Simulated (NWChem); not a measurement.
System: P₂H cation; SMILES P#[PH+]

```xyz
3

P      0.0000     0.0000     1.0404
P      0.0000     0.0000    -0.8584
H      0.0000     0.0000    -2.2951
```
Atoms are numbered in this order, from 1.

The geometry was optimised at PBE-D3(BJ)/def2-SVP.

Question: List the 6 lowest vertical singlet excitations from PBE/6-31+G* (spherical d), full TDDFT (NWChem).

Answer: 
```csv
state,energy (eV),oscillator strength,leading excitation (squared amplitude)
S1,3.76,0.000,HOMO−1 → LUMO+1 (0.50)
S2,4.10,0.000,HOMO−1 → LUMO (0.50)
S3,4.10,0.000,HOMO−1 → LUMO+1 (0.50)
S4,4.93,0.017,HOMO → LUMO+2 (1.00)
S5,4.93,0.017,HOMO−1 → LUMO+2 (1.00)
S6,5.96,0.052,HOMO−2 → LUMO+2 (0.36)
```
